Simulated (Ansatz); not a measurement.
Basis sets compared for the cluster Te₄ (the lowest singlet isomer of a short search). Total charge 0; singlet. Geometry PBE-D4/def2-SVP. Ansatz on 4 threads of Arm Neoverse N1 on a shared host; times are rough, and most runs start from earlier orbitals.

```xyz
4

Te   -0.359   -1.404    1.281
Te    1.835    0.209    0.575
Te    0.372    0.625   -1.793
Te   -1.848    0.570   -0.063
```

In the def2 sets Te takes a core potential; there is no spin–orbit coupling. The structure comes from a short search, and lower isomers may exist.

Binding counts from free atoms (Te triplet) in the same basis, without a counterpoise term.

| level | functions | energy (Eh) | HOMO (eV) | LUMO (eV) | binding per atom (eV) | wall time |
| --- | --- | --- | --- | --- | --- | --- |
| PBE-D4/def2-SVP | 104 | -1072.1408 | -4.66 | -3.84 | 1.95 | 1.7 s |
| PBE-D4/def2-TZVP | 200 | -1072.1881 | -4.75 | -3.86 | 2.01 | 3.4 s |
| r2SCAN-D4/def2-TZVP | 200 | -1072.6120 | -4.96 | -3.83 | 1.76 | 8.5 s |
| PBE0-D4/def2-SVP | 104 | -1072.2021 | -5.66 | -3.22 | 1.76 | 3.4 s |
| PBE0-D4/def2-TZVP (with forces) | 200 | -1072.2477 | -5.70 | -3.20 | 1.83 | 12 s |

Question: Estimate the rows for PBE-D4/def2-TZVPD, r2SCAN-D4/def2-TZVPD, PBE0-D4/def2-TZVPD.

Answer: 
```tsv
level	functions	energy (Eh)	HOMO (eV)	LUMO (eV)	binding per atom (eV)	wall time
PBE-D4/def2-TZVPD	236	-1072.1894	-4.78	-3.89	2.02	6 s
r2SCAN-D4/def2-TZVPD	236	-1072.6135	-4.98	-3.85	1.77	12 s
PBE0-D4/def2-TZVPD	236	-1072.2490	-5.73	-3.22	1.84	10 s
```
